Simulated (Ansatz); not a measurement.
```yaml
crystal:
  periodic: [false, false, false]
  atoms:
    - {symbol: Bi, position_ang: [0.948632, 0.364312, 1.318914]}
    - {symbol: Te, position_ang: [-1.244950, -1.061915, 0.137840]}
    - {symbol: Te, position_ang: [0.296317, 0.697604, -1.456754]}
basis:
  gaussian: {orbitals: def2-SVPD}
magnetization: {spin_polarized: false, initial_magnetization: 1}
hamiltonian: {xc: {name: PBEsol}, pseudopotentials: {relativity: scalar}}
scf: {lower_state_search: full}
output: {forces: true}
```

```sh
$ ansatz run in.yaml --threads 4 --pin off --events-out ev --progress --plain --max-ram 3916MiB
```

Shortened log:

```
Functional definition: PBEsol
1088 factors; their error is unknown
mean field evaluation 1: about -20408.2169 eV, gradient 1.3e1 eV
mean field evaluation 2: about -20395.1341 eV, gradient 5.2e1 eV
mean field evaluation 4: about -20409.0562 eV, gradient 1.9e0 eV
mean field evaluation 8: about -20409.0698 eV, gradient 2.1e-1 eV
mean field evaluation 16: about -20409.0648 eV, gradient 6.2e-6 eV
mean field evaluation 32: about -20409.0616 eV, gradient 1.7e-1 eV
mean field evaluation 64: about -20407.6581 eV, gradient 9.2e-2 eV
mean field evaluation 96: about -20407.6328 eV, gradient 7.1e-1 eV
mean field evaluation 128: about -20395.8070 eV, gradient 2.2e1 eV
mean field evaluation 160: about -20409.0647 eV, gradient 9.0e-2 eV
mean field evaluation 192: about -20395.0393 eV, gradient 4.9e1 eV
mean field evaluation 224: about -20409.0648 eV, gradient 9.0e-4 eV
mean field -20409.06477923 eV, -750.0192968758 hartree, gradient 6.2e-6 eV, S^2 0.750000; 14 other end points of the search recorded, 0 dependent functions left out
reference -20409.06483277 eV, -750.0192988432 hartree; 36, 35 occupied and 66, 67 virtual orbitals, 1088 factors
Total energy: -20409.06483277 eV, -750.0192988432 hartree
Relativity: scalar
Atom 0 at     0.948632     0.364312     1.318914 Å, force    -0.249972    -0.095984    -0.347591 eV/Å
Atom 1 at    -1.244950    -1.061915     0.137840 Å, force     0.315582     0.265591    -0.023438 eV/Å
Atom 2 at     0.296317     0.697604    -1.456754 Å, force    -0.065610    -0.169607     0.371029 eV/Å
Dipole moment:     0.237670     0.091273     0.330445 e Å
```

Run time 17 s (4 threads of Arm Neoverse V1 on a shared host).

In the def2 sets Bi, Te take a core potential; there is no spin–orbit coupling.

With spin_polarized false and unpaired electrons the run is restricted open-shell.
